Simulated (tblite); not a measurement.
C6H7OP.
Bonds: C1–O2, O2–C3, C3–C4 (aromatic), C4–C5 (aromatic), C5–C6 (aromatic), C6–P7 (aromatic), P7–C8 (aromatic), C3–C8 (aromatic). Hydrogens: H9, H10, H11 on C1; H12 on C4; H13 on C5; H14 on C6; H15 on C8.

Computed with GFN2-xTB (tblite), gas phase: L-BFGS steps from a force-field or distance-geometry start until the largest atomic force falls under 0.01 eV/Å.

Step 9: E = -624.8172 eV
```
atom  x, y, z in Å  |  force x, y, z in eV/Å
C1     -2.6307   -0.2475    0.1109    0.144   0.014  -0.073
O2     -1.4441   -0.6901   -0.5129   -0.092  -0.054  -0.012
C3     -0.2324   -0.1736   -0.1586   -0.051  -0.018  -0.007
C4      0.8562   -0.7743   -0.8033   -0.060   0.023   0.024
C5      2.1611   -0.3835   -0.5937   -0.016  -0.012  -0.033
C6      2.5425    0.6337    0.2589   -0.007   0.022   0.029
P7      1.4440    1.5679    1.2097    0.019   0.023   0.027
C8     -0.0668    0.8564    0.7479   -0.029   0.021   0.034
H9     -2.7677    0.8335    0.0173    0.036   0.026  -0.017
H10    -3.4440   -0.7490   -0.4132    0.058  -0.029   0.005
H11    -2.6571   -0.5286    1.1676    0.044   0.020   0.037
H12     0.6449   -1.5790   -1.4907   -0.052   0.016   0.007
H13     2.9307   -0.9092   -1.1385    0.096  -0.052  -0.051
H14     3.5958    0.8681    0.3507   -0.032  -0.004   0.002
H15    -0.9367    1.2832    1.2258   -0.059   0.005   0.027
```

Step 10: E = -624.8188 eV
```
atom  x, y, z in Å  |  force x, y, z in eV/Å
C1     -2.6279   -0.2456    0.1096    0.108  -0.009  -0.042
O2     -1.4443   -0.6923   -0.5119   -0.033  -0.029  -0.030
C3     -0.2331   -0.1740   -0.1581   -0.039   0.004   0.002
C4      0.8539   -0.7751   -0.8055   -0.011   0.026   0.040
C5      2.1598   -0.3846   -0.5948   -0.007   0.006  -0.022
C6      2.5409    0.6335    0.2591   -0.018  -0.005   0.007
P7      1.4433    1.5683    1.2111   -0.002  -0.005   0.000
C8     -0.0688    0.8574    0.7491   -0.019  -0.001   0.017
H9     -2.7645    0.8358    0.0170    0.033   0.010  -0.033
H10    -3.4385   -0.7520   -0.4127    0.016  -0.009  -0.006
H11    -2.6533   -0.5272    1.1657    0.034   0.026   0.066
H12     0.6401   -1.5814   -1.4927   -0.035   0.059   0.039
H13     2.9322   -0.9097   -1.1388    0.058  -0.035  -0.034
H14     3.5942    0.8699    0.3524   -0.049  -0.020  -0.008
H15    -0.9384    1.2852    1.2288   -0.035  -0.017   0.005
```

Step 11: E = -624.8197 eV
```
atom  x, y, z in Å  |  force x, y, z in eV/Å
C1     -2.6248   -0.2449    0.1085    0.038  -0.019  -0.001
O2     -1.4446   -0.6942   -0.5122    0.025  -0.009  -0.033
C3     -0.2343   -0.1740   -0.1577   -0.003   0.013   0.004
C4      0.8526   -0.7752   -0.8061    0.003   0.024   0.039
C5      2.1589   -0.3852   -0.5959    0.022   0.003  -0.022
C6      2.5393    0.6331    0.2592   -0.024  -0.016  -0.004
P7      1.4428    1.5686    1.2121   -0.020  -0.028  -0.019
C8     -0.0701    0.8578    0.7500   -0.024  -0.014   0.006
H9     -2.7620    0.8370    0.0161    0.035  -0.008  -0.042
H10    -3.4348   -0.7536   -0.4126   -0.002   0.006  -0.002
H11    -2.6506   -0.5258    1.1657    0.033   0.035   0.050
H12     0.6367   -1.5817   -1.4931   -0.025   0.072   0.049
H13     2.9339   -0.9105   -1.1396    0.008  -0.007  -0.008
H14     3.5923    0.8706    0.3532   -0.044  -0.025  -0.013
H15    -0.9397    1.2860    1.2304   -0.022  -0.026  -0.004
```

Step 12: E = -624.8205 eV
```
atom  x, y, z in Å  |  force x, y, z in eV/Å
C1     -2.6218   -0.2447    0.1077   -0.023  -0.020   0.030
O2     -1.4444   -0.6958   -0.5131    0.059   0.007  -0.025
C3     -0.2353   -0.1738   -0.1575    0.017   0.019   0.009
C4      0.8515   -0.7747   -0.8056    0.035   0.018   0.025
C5      2.1588   -0.3856   -0.5973    0.021   0.004  -0.010
C6      2.5376    0.6326    0.2592   -0.022  -0.027  -0.019
P7      1.4421    1.5684    1.2125   -0.037  -0.036  -0.023
C8     -0.0716    0.8579    0.7508   -0.023  -0.019   0.000
H9     -2.7594    0.8377    0.0146    0.038  -0.026  -0.045
H10    -3.4320   -0.7546   -0.4124   -0.009   0.016   0.007
H11    -2.6478   -0.5240    1.1666    0.035   0.041   0.018
H12     0.6336   -1.5806   -1.4925   -0.021   0.063   0.043
H13     2.9353   -0.9113   -1.1404   -0.025   0.010   0.006
H14     3.5900    0.8706    0.3537   -0.027  -0.022  -0.011
H15    -0.9412    1.2861    1.2316   -0.017  -0.027  -0.006
```

Task: Estimate the geometry and energy of step 13. (The exact step hangs on the optimiser's Hessian estimate; all steps are aligned on step 12, rigid shifts and turns removed.)

Result: E = -624.8214 eV, largest force 0.084 eV/Å
```
atom  x, y, z in Å  |  force x, y, z in eV/Å
C1     -2.6182   -0.2449    0.1071   -0.068  -0.017   0.047
O2     -1.4433   -0.6977   -0.5146    0.068   0.022  -0.007
C3     -0.2361   -0.1733   -0.1570    0.038   0.013   0.006
C4      0.8511   -0.7735   -0.8044    0.032   0.008   0.004
C5      2.1588   -0.3861   -0.5991    0.030  -0.003   0.001
C6      2.5354    0.6314    0.2589   -0.016  -0.018  -0.018
P7      1.4403    1.5672    1.2125   -0.037  -0.030  -0.016
C8     -0.0741    0.8578    0.7520   -0.021  -0.017  -0.001
H9     -2.7554    0.8380    0.0119    0.037  -0.043  -0.045
H10    -3.4288   -0.7557   -0.4120   -0.015   0.022   0.022
H11    -2.6435   -0.5210    1.1681    0.036   0.042  -0.018
H12     0.6294   -1.5777   -1.4908   -0.015   0.037   0.021
H13     2.9369   -0.9122   -1.1413   -0.054   0.024   0.016
H14     3.5868    0.8700    0.3539   -0.001  -0.015  -0.007
H15    -0.9437    1.2856    1.2330   -0.013  -0.026  -0.006
```

The energy changes by -0.0009 eV. The first-order estimate −F·Δx gives -0.0013 eV and the mean of the old and new forces, exact on a quadratic surface, -0.0009 eV. The step makes an angle of 57° with the force vector and moves no atom by more than 0.005 Å.

What follows is the cost of the whole relaxation. Hardware: Intel Xeon 6975P-C, one thread (shared host). Cost: 0.19 s.
